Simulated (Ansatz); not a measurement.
Isolated molecules relaxed with PBE0-D4/def2-TZVP in Ansatz; ΔE leaves out vibrations. CCSD(T)/CBS is the MP2 limit (def2-TZVPP, def2-QZVPP) plus CCSD(T) − MP2 in def2-TZVPP, frozen cores. DFT in def2-TZVPP. B3LYP here is the variant with VWN-RPA as its local correlation; programs differ in this. For Ga, Ge outer-core shells are correlated without core-valence functions, which leaves a few kJ/mol of doubt a bond. Scalar relativity is left out up to krypton. Each species was taken in one conformer, which may not be the lowest.

`C[O][Ga]([CH3])[F]` + `Cl[SiH]1[O][GeH2]1` → `C[O][Ga]([CH3])[Cl]` + `F[SiH]1[O][GeH2]1`  (redistribution)

(1) Is it downhill or uphill in electronic energy at CCSD(T)/CBS, and by how much? (Best estimate.)

(2) What do these levels give: PBE-D4, BLYP-D4, r2SCAN-D4, B3LYP-D4, r2SCANh-D4, r2SCAN0-D4, PBE0, HF/def2-SVP, MP2/def2-SVP, CCSD(T)/def2-SVP, CCSD/def2-TZVPP, MP2/def2-QZVPP? (Best estimate.)

Largest T1 diagnostic among the species: 0.014.

Answers

(1) Computed: Downhill: ΔE = -73.8 kJ/mol.

(2) The calculation gave: PBE-D4 -64.4, BLYP-D4 -67.5, r2SCAN-D4 -71.2, B3LYP-D4 -72.2, r2SCANh-D4 -72.6, r2SCAN0-D4 -74.6, PBE0 -69.8, HF/def2-SVP -70.2, MP2/def2-SVP -59.7, CCSD(T)/def2-SVP -60.8, CCSD/def2-TZVPP -75.5, MP2/def2-QZVPP -71.4 kJ/mol.

At CCSD(T), def2-SVP lies +13.1 kJ/mol from the extrapolated value and def2-TZVPP +0.3 kJ/mol. In def2-TZVPP, CCSD(T) changes the Hartree–Fock value by +10.9 kJ/mol (the triples alone add +1.9 kJ/mol) and MP2 by +13.0 kJ/mol. From BLYP to BHLYP (50 % exact exchange), in def2-TZVPP and without D4, ΔE moves by −10.4 kJ/mol.
